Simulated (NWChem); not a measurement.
System: AlH2S2Cl; SMILES [SH][Al]([Cl])[SH]

Here is an NWChem input.

```
start job
memory heap 200 mb stack 900 mb global 1100 mb
geometry units angstroms noautosym nocenter noautoz
  Al    -0.015024     0.000147     0.000019
  Cl    -2.108840     0.022799     0.000003
  S      1.001621     1.923861    -0.047246
  H      2.244425     1.391939    -0.038863
  S      0.959763    -1.945114     0.047232
  H      2.213784    -1.440204     0.038856
end
basis spherical
  * library def2-svpd
end
dft
  xc xcamb88 1.00 lyp 0.81 vwn_5 0.19 hfexch 1.00
  cam 0.33 cam_alpha 0.19 cam_beta 0.46
  iterations 150
end
property
  response 1 0.0
end
task dft property
```

Structure relaxed at the PBE0/def2-SVP level.

Static field.

Q: Give the results of this calculation. (CAM-B3LYP/def2-SVPD.) Quantities: isotropic polarisability (bohr³); anisotropy (bohr³).

A: 
```yaml
isotropic polarisability (bohr³): 80.7
anisotropy (bohr³): 25.0
```
